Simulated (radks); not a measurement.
Question: Radial electron density D(r) = 4 pi r^2 rho(r) of an atom or ion with 2 electrons. Method: scalar-relativistic Kohn-Sham, SCAN, spin-polarised, spherical densities, finite nucleus; meta-GGA in the generalised Kohn-Sham scheme; Fermi nuclear charge, rms radius of each element as measured or else 0.836 A^(1/3) + 0.57 fm; computed with a radial shooting solver on a logarithmic mesh with Libxc functionals.

| r (bohr) | D(r) (e/bohr) |
|---|---|
| 0.01454 | 0.2766 |
| 0.016 | 0.3293 |
| 0.01747 | 0.3857 |
| 0.01923 | 0.4575 |
| 0.02117 | 0.5415 |
| 0.02312 | 0.6308 |
| 0.02545 | 0.7432 |
| 0.02779 | 0.8616 |
| 0.03059 | 1.009 |
| 0.0334 | 1.164 |
| 0.03677 | 1.354 |
| 0.04015 | 1.551 |
| 0.0442 | 1.790 |
| 0.04865 | 2.057 |
| 0.05312 | 2.325 |
| 0.05848 | 2.644 |
| 0.06386 | 2.957 |
| 0.07029 | 3.320 |
| 0.07676 | 3.667 |
| 0.08449 | 4.054 |
| 0.09226 | 4.411 |
| 0.1016 | 4.791 |
| 0.1118 | 5.148 |
| 0.1221 | 5.443 |
| 0.1344 | 5.713 |
| 0.1467 | 5.900 |
| 0.1615 | 6.024 |
| 0.1764 | 6.051 |
| 0.1942 | 5.976 |
| 0.212 | 5.808 |
| 0.2334 | 5.515 |
| 0.2569 | 5.117 |
| 0.2805 | 4.671 |
| 0.3088 | 4.117 |
| 0.3372 | 3.570 |
| 0.3712 | 2.961 |
| 0.4053 | 2.415 |
| 0.4461 | 1.862 |
| 0.4872 | 1.412 |
| 0.5363 | 0.9974 |
| 0.5903 | 0.6687 |
| 0.6446 | 0.4408 |
| 0.7096 | 0.2634 |
| 0.7748 | 0.1547 |
| 0.8529 | 0.08058 |
| 0.9314 | 0.04123 |
| 1.025 | 0.01821 |
| 1.119 | 0.007898 |
| 1.232 | 0.002865 |
| 1.356 | 0.0009236 |
| 1.481 | 0.0002922 |

What is the nuclear charge?

Answer: Z = 6. The innermost maximum, from 1s, lies near gamma/Z bohr with gamma = sqrt(1 - (Z/c)^2) = 0.999, here 0.167 bohr (found: 0.174), and its height grows with Z. The density is that of the carbon ion C4+ in [He]; the configuration itself is not fixed sharply by these data. D(r) has 1 maximum, at r = 0.174 bohr.
